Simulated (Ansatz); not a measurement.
Consider the formal exchange of groups at a C–Sn bond: `B[CH2][SnH2][CH3]` + `[SiH3][GeH3]` → `B[CH2][GeH2][SiH3]` + `[CH3][SnH3]`.

Gas-phase electronic energies from Ansatz, PBE0-D4/def2-TZVP geometries. CCSD(T)/CBS is the MP2 limit (def2-TZVPP, def2-QZVPP) plus CCSD(T) − MP2 in def2-TZVPP, frozen cores. DFT in def2-TZVPP. Elements past krypton have def2 core potentials. For Ge, Sn outer-core shells are correlated without core-valence functions, which leaves a few kJ/mol of doubt a bond. Scalar relativity is left out up to krypton. One conformer a species, not always the lowest.

Question: Is it downhill or uphill in electronic energy at CCSD(T)/CBS, and by how much? (Best estimate.)

Answer: The calculation gave: Uphill: ΔE = +17.0 kJ/mol.

Question: What do these levels give: ωB97M-V, B2PLYP, MP2/def2-TZVPP, MP2/def2-QZVPP, SCS-MP2/def2-QZVPP, MP2/CBS(def2)? (Best estimate.)

Answer: The calculation gave: ωB97M-V 9.9, B2PLYP 14.5, MP2/def2-TZVPP 13.3, MP2/def2-QZVPP 17.0, SCS-MP2/def2-QZVPP 16.9, MP2/CBS(def2) 18.8 kJ/mol.

Largest T1 diagnostic among the species: 0.012.

The D4 term adds −3.2 kJ/mol with B3LYP and −1.7 kJ/mol with PBE0; it sums over pairs of atoms, weighted by their polarisabilities, and B3LYP, whose exchange is more repulsive, gets the larger term.

B3LYP here is the variant with VWN-RPA as its local correlation; programs differ in this.
